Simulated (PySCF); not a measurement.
2-bromopyridine, C5H4BrN.
SMILES with atom numbers: `[Br:1][c:2]1[cH:3][cH:4][cH:5][cH:6][n:7]1` (hydrogens: H8 on C3; H9 on C4; H10 on C5; H11 on C6)

Computed, not measured: PySCF, PBE0-D3(BJ)/def2-SVP geometry optimisation, gas phase.

(1) List the bond lengths and angles at this level.

Results:

(1) 
```json
{"bond": "Br1–C2", "length (Å)": "1.897"}
{"bond": "C2–C3", "length (Å)": "1.398"}
{"bond": "C3–C4", "length (Å)": "1.390"}
{"bond": "C4–C5", "length (Å)": "1.395"}
{"bond": "C5–C6", "length (Å)": "1.392"}
{"bond": "C6–N7", "length (Å)": "1.333"}
{"bond": "C2–N7", "length (Å)": "1.313"}
{"bond": "C3–H8", "length (Å)": "1.090"}
{"bond": "C4–H9", "length (Å)": "1.093"}
{"bond": "C5–H10", "length (Å)": "1.092"}
{"bond": "C6–H11", "length (Å)": "1.095"}
```

A selection of angles:
```json
{"angle": "Br1–C2–C3", "degrees": "118.4"}
{"angle": "Br1–C2–N7", "degrees": "117.1"}
{"angle": "C3–C2–N7", "degrees": "124.5"}
{"angle": "C2–C3–C4", "degrees": "117.1"}
{"angle": "C2–C3–H8", "degrees": "120.8"}
{"angle": "C4–C3–H8", "degrees": "122.0"}
{"angle": "C3–C4–C5", "degrees": "119.2"}
{"angle": "C3–C4–H9", "degrees": "120.1"}
{"angle": "C5–C4–H9", "degrees": "120.8"}
{"angle": "C4–C5–C6", "degrees": "118.1"}
{"angle": "C4–C5–H10", "degrees": "121.3"}
{"angle": "C6–C5–H10", "degrees": "120.5"}
{"angle": "C5–C6–N7", "degrees": "123.1"}
{"angle": "C5–C6–H11", "degrees": "120.7"}
{"angle": "N7–C6–H11", "degrees": "116.2"}
{"angle": "C2–N7–C6", "degrees": "117.9"}
```

The C–N distances run from 1.313 Å (C2–N7, aromatic) to 1.333 Å (C6–N7, aromatic), a spread of 0.020 Å. The 6-membered ring C2–C3–C4–C5–C6–N7 has internal angles of 117.1° to 124.5° (sum 720°, against 720° for a flat polygon); it is planar, 0.00 Å rms from its mean plane, widest ring torsion 0°. The 7 heavy atoms lie in one plane (0.000 Å rms).

Point group: Cs (tolerance 0.08 Å). Not checked by PBE0-D3(BJ)/def2-SVP frequencies.
